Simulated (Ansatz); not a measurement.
`CC(C)(F)F` and `BC(C)(C)F` differ in one atom or group.

Ansatz, PBE0-D4/def2-TZVP geometries, multiplicity 1. 

```json
{"property": "HOMO energy (PBE/def2-TZVPP) / eV", "`CC(C)(F)F`": "-7.74"}
{"property": "HOMO energy (PBE0/def2-TZVPP) / eV", "`CC(C)(F)F`": "-9.47"}
{"property": "HOMO–LUMO gap (B3LYP/def2-TZVPP) / eV", "`CC(C)(F)F`": "10.10"}
{"property": "HOMO–LUMO gap (ωB97M-V/def2-TZVPP) / eV", "`CC(C)(F)F`": "14.48"}
{"property": "LUMO energy (PBE/def2-TZVPP) / eV", "`CC(C)(F)F`": "0.43"}
{"property": "HOMO–LUMO gap (PBE/def2-TZVPP) / eV", "`CC(C)(F)F`": "8.17"}
```

**Question.** What does the change do to each property? (Estimate.)

**Answer.** Computed: 
```
                               property  `BC(C)(C)F`  shift
      HOMO energy (PBE/def2-TZVPP) / eV        -6.89   0.85
     HOMO energy (PBE0/def2-TZVPP) / eV        -8.41   1.06
  HOMO–LUMO gap (B3LYP/def2-TZVPP) / eV         6.31  -3.79
HOMO–LUMO gap (ωB97M-V/def2-TZVPP) / eV        11.02  -3.46
      LUMO energy (PBE/def2-TZVPP) / eV        -2.69  -3.12
    HOMO–LUMO gap (PBE/def2-TZVPP) / eV         4.20  -3.97
```

With PBE0 the HOMO rises by 1.06 eV and the LUMO falls by 2.87 eV, so the gap narrows by about 3.93 eV. PBE moves the HOMO by 0.85 eV and ωB97M-V by 1.12 eV. The zero-point energy changes by 45.4 kJ/mol with +6 modes.

B3LYP here is the variant with VWN-RPA as its local correlation; programs differ in this.
